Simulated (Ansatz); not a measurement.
`F[Si@H]1O[C@@H]1Cl` + H₂ → `F[SiH]1CO1` + HCl  (hydrogenolysis of a C–Cl bond)

Computed with Ansatz on PBE0-D4/def2-TZVP structures; ΔE is electronic, products minus reactants. CCSD(T)/CBS adds triple-zeta CCSD(T) − MP2 to the extrapolated MP2 energy (def2 sets, frozen cores). This one scheme is used for every species. DFT in def2-TZVPP.

| level | ΔE (kJ/mol) |
| --- | --- |
| B2PLYP | -77.1 |
| LC-ωPBE | -80.9 |

**Question.** What does CCSD(T)/CBS give? (Best estimate.)

**Answer.** The calculation gave: -75.8 kJ/mol. The listed levels differ from it by -1.3, -5.1 kJ/mol.

Largest T1 diagnostic among the species: 0.013.

At CCSD(T), def2-SVP lies −5.7 kJ/mol from the extrapolated value and def2-TZVPP −2.8 kJ/mol. In def2-TZVPP, CCSD(T) changes the Hartree–Fock value by +19.2 kJ/mol (the triples alone add +6.3 kJ/mol) and MP2 by +24.7 kJ/mol.
